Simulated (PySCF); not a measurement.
# One molecule, several mistakes: BClH2N cation

All numbers below are calculated, not measured. The program is PySCF 2.14.0, an open-source quantum chemistry code, run on an isolated molecule that a program drew, which may never have been made. The molecule is BClH2N cation (charge +1, singlet), drawn as the SMILES string `N[B+]Cl`.

Each row is a Hartree-Fock (HF) and frozen-core CCSD(T) single point in the cc-pV(D+d)Z basis, meant for a local HF minimum. Run 1 is clean. Each other run has one planted mistake out of seven kinds, and not every kind appears here: one electron removed, one electron added, multiplicity raised by two, geometry at a saddle point, minimal basis STO-3G, one bond length entered in bohr, all coordinates scaled. The reference is restricted for singlets and unrestricted otherwise, and also for a bond in bohr. Adding or removing an electron swaps singlet and doublet. Electrons count all cores. HOMO and LUMO are orbital energies over both spins, the gradient is its largest component, and the lowest frequency (negative if imaginary) is given only where the gradient is small. Bond lengths are over the 4 bonds as drawn. T1 is the CCSD diagnostic: over 0.02 (restricted) or 0.045 (unrestricted) a single reference is doubtful.

Geometry of the clean run:
```xyz
5
BClH2N cation, angstrom
N    -0.4365    0.0250   -0.8707
B    -1.0067    0.1785   -2.0526
Cl   -1.7102    0.3679   -3.5104
H    -0.9662   -0.0365   -0.0137
H     0.5638   -0.0402   -0.7524
```

| run | electrons | basis functions | <S^2> | HOMO (eV) | LUMO (eV) | gradient (hartree/bohr) | lowest frequency (cm^-1) | mean bond (Å) | longest bond (Å) | T1 | HF (hartree) | CCSD(T) (hartree) | mistake |
|---|---|---|---|---|---|---|---|---|---|---|---|---|---|
| 1 | 30 | 61 | 0.000 | -19.05 | -3.86 | 1.7e-05 | 333 | 1.2424 | 1.630 | 0.0148 | -539.60126 | -540.00898 | no fault |
| 2 | 31 | 61 | 0.766 | -5.71 | 4.03 | 5.9e-02 | - | 1.2424 | 1.630 | 0.0139 | -539.77649 | -540.19240 | one electron added |
| 3 | 30 | 61 | 1.028 | -17.01 | -5.92 | 9.7e-03 | - | 1.6049 | 3.080 | 0.0181 | -539.44168 | -539.80605 | one bond length entered in bohr |
| 4 | 30 | 61 | 0.000 | -19.24 | -3.53 | 5.8e-02 | - | 1.1902 | 1.561 | 0.0130 | -539.58964 | -539.99181 | ? |
| 5 | 29 | 61 | 0.778 | -26.33 | -15.79 | 1.6e-01 | - | 1.2424 | 1.630 | 0.0443 | -538.96634 | -539.34566 | ? |

**Which mistake was planted in run 4, and what did it cost?**

The mean and the longest bond both change by the same factor, 0.958, and the gradient is no longer small. So the mistake is: all coordinates scaled. Subtracting run 1 and multiplying by 627.51 kcal/mol a hartree, the energy moved by 7.3 kcal/mol in HF and 10.8 kcal/mol in CCSD(T).

**Which mistake was planted in run 5, and what did it cost?**

It counts 29 electrons, one fewer than the clean run, at the same geometry and basis. So the mistake is: one electron removed. Subtracting run 1 and multiplying by 627.51 kcal/mol a hartree, the energy moved by 398.4 kcal/mol in HF and 416.2 kcal/mol in CCSD(T).

